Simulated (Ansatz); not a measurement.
Computed with Ansatz on PBE0-D4/def2-TZVP structures; ΔE is electronic, products minus reactants. CBS: MP2 limit from def2 TZ/QZ plus the TZ coupled-cluster correction, frozen cores. This one scheme is used for every species. Functionals use def2-TZVPP. B3LYP here is the variant with VWN-RPA as its local correlation; programs differ in this. For Zn outer-core shells are correlated without core-valence functions, which leaves a few kJ/mol of doubt a bond. Scalar relativity is left out up to krypton. One conformer a species, not always the lowest.

Consider the formal hydrolysis of a C–S bond: `[CH3][Zn][CH2]S` + H₂O → `[CH3][Zn][CH2]O` + H₂S.

Is it downhill or uphill in electronic energy at CCSD(T)/CBS, and by how much? (An estimate is asked.)

Ansatz gave: Uphill: ΔE = +17.6 kcal/mol.

What do these levels give: B3LYP-D4, B2PLYP, r2SCAN, PBE0, MP2/CBS(def2), CCSD/CBS(def2)? (Estimate.)

Ansatz gave: B3LYP-D4 14.5, B2PLYP 15.0, r2SCAN 15.3, PBE0 15.5, MP2/CBS(def2) 19.9, CCSD/CBS(def2) 17.2 kcal/mol.

Largest T1 diagnostic among the species: 0.013.

The D4 term adds +1.3 kcal/mol with B3LYP and +0.7 kcal/mol with PBE0; it sums over pairs of atoms, weighted by their polarisabilities, and B3LYP, whose exchange is more repulsive, gets the larger term. In def2-TZVPP, CCSD(T) changes the Hartree–Fock value by +1.9 kcal/mol (the triples alone add +0.4 kcal/mol) and MP2 by +4.2 kcal/mol. From PBE to PBE0 (25 % exact exchange), in def2-TZVPP and without D4, ΔE moves by +1.2 kcal/mol.
